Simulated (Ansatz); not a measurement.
The cluster Ca2Se2, relaxed as a singlet with RKS PBE0-D4/def2-SVP in Ansatz, starting from the GFN2-xTB geometry. Force threshold 0.02 eV/Å.

The structure comes from a short search, and lower isomers may exist.

Start:

```xyz
4

Ca   -3.2254   -2.0606    0.2359
Ca    1.1682    0.6774   -0.0348
Se   -1.1411   -0.7269    0.0920
Se    3.1983    2.1101   -0.2931
```

**Question.** Estimate the energy that the relaxation releases and the steps that it takes.

**Answer.** 308.2 kJ/mol, in 25 steps; 62 s on 4 threads of Arm Neoverse V1 on a shared host. No frequencies were taken in this run, so the end may be a saddle point.

**Question.** Does the start keep its bonding?

**Answer.** Bonds formed: Ca1–Se4 (atoms count from 1). Metal–metal contacts that move far: Ca1–Ca2 5.18 to 3.35 Å. The end is the same structure that another start reached, the lowest one found.

**Question.** Predict the relaxed structure.

**Answer.** 
Cartesian coordinates in Å:
```
Ca -0.2705 -1.4950 0.7031
Ca 0.2703 1.4954 -0.7023
Se -1.9902 0.0990 -0.5552
Se 1.9904 -0.0994 0.5544
```
Bond lengths (bridged metal pairs left out): 4 × Ca–Se 2.66 Å.
